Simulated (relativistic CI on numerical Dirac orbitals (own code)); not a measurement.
**Hyperfine structure of Rh XLII, mass number 103**

Computed by Dirac-Coulomb-Breit CI, KLI orbitals optimised for each configuration, QED by a radiative potential, unscaled Slater integrals (own radial code, finite nucleus).

Configuration list (outside the closed core 1s2): 2s², 2s2p, 2p², 2p3s, 2p3p, 2s3s, 2s3p, 2s3d, 2s4s, 2s4p, 2s4d, 2s4f, 3s², 3s3p, 3p². Levels of other configurations are missing.

Nuclear spin I = 1/2, μ = -0.08829 μN (tables of Stone and Pyykkö). The electronic factors are computed for point nuclear moments, without core polarisation or the Bohr-Weisskopf and QED corrections.

```json
{"Level": "2s2p ³P°1", "E (10³ cm⁻¹)": "800.6", "A (GHz)": "-373.5"}
{"Level": "2s2p ³P°2", "E (10³ cm⁻¹)": "1996.1", "A (GHz)": "-171.7"}
{"Level": "2s2p ¹P°1", "E (10³ cm⁻¹)": "2439.0", "A (GHz)": "91.86"}
{"Level": "2p² ³P1", "E (10³ cm⁻¹)": "3070.3", "A (GHz)": "8.15"}
{"Level": "2p² ¹D2", "E (10³ cm⁻¹)": "3178.8", "A (GHz)": "-69.05"}
{"Level": "2p² ³P2", "E (10³ cm⁻¹)": "4469.6", "A (GHz)": "-32.34"}
{"Level": "2s3s ³S1", "E (10³ cm⁻¹)": "29307.6", "A (GHz)": "-382.5"}
{"Level": "2s3p ³P°1", "E (10³ cm⁻¹)": "29641.0", "A (GHz)": "-324.6"}
```

Levels with J = 0, under 50 % of one LS term, or S terms without an open s electron are left out. Small factors come from cancelling terms and can be off by tens of per cent or more.

At this charge energies of transitions that change n are usually good to better than 1 %, and those within a shell (Δn = 0) to a few per cent.

Question: Give the hyperfine levels of 2s2p ³P°1 relative to its centre of gravity.

Answer: With K = F(F + 1) − I(I + 1) − J(J + 1), E = AK/2: F = 1/2: 373.5, F = 3/2: -186.8 GHz.

LS names give the leading component of a level, which can be under half, so a name can repeat, a term be missing and a line seem to break the LS rules.
